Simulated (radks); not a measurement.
Values are calculated unless marked as measured or tabulated.
Initial-state core-level shifts of the bromine ion Br3+ when its valence configuration changes from [Ar] 3d10 4s2 4p2. Level of theory: scalar-relativistic Kohn-Sham, BLYP, spin-polarised, spherical densities, point nucleus; open shells are filled with parallel spins first (a radial shooting solver on a logarithmic mesh with Libxc functionals). Shifts are changes of the shell-averaged eigenvalues in eV (positive: less bound).

| valence | 2s | 2p | 3s | 3p |
|---|---|---|---|---|
| 3d9 4s2 4p3 | -18.072 | -17.952 | -13.866 | -13.643 |
| 3d10 4s1 4p3 | -1.129 | -1.113 | -1.186 | -1.173 |
| 3d9.5 4s2 4p2.5 | -8.929 | -8.869 | -6.912 | -6.799 |
| 3d8 4s2 4p4 | -37.345 | -37.112 | -28.221 | -27.798 |
| 3d9 4s1 4p4 | -19.507 | -19.370 | -15.308 | -15.076 |
| 3d10 4p4 | -2.976 | -2.950 | -3.016 | -2.997 |
| 3d10 4s1.5 4p2.5 | -0.594 | -0.586 | -0.619 | -0.613 |
